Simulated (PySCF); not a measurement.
**Worked example: oscillator strength and radiative lifetime**

C3H3F3, SMILES F[C@H]1CC1(F)F.

The structure is a stationary point at PBE0-D3(BJ)/def2-SVP. The structure was generated by enumeration; whether it is a known compound was not checked.

TDDFT-PBE/def2-SVPD run with PySCF puts the first singlet state with f over 0.02 at 8.43 eV (vertical), with the transition dipole (-0.302, -0.087, 0.135) in atomic units.

Q: Find the oscillator strength, the wavelength and the radiative lifetime that this transition would have in vacuum if emission retraced absorption.

A: 
|μ|² = 0.1170 au, so |μ| = 0.87 D. ΔE = 8.43/27.211 = 0.3098 hartree. f = (2/3) ΔE |μ|² = 0.024 (the program prints 0.024).
λ = 1239.84/8.43 = 147 nm; ν = 67993 cm⁻¹.
Einstein's coefficient A = 0.6670 ν² f s⁻¹ (ν in cm⁻¹) = 7.5e7 s⁻¹, so τ = 1/A = 13 ns. This state is S7; the lower singlets have f = 0.005, 0.019, 0.003, 0.009, 0.005, 0.016. The figure is the radiative limit of this one transition; relaxation, internal conversion, crossing to triplets and a medium change what is measured.
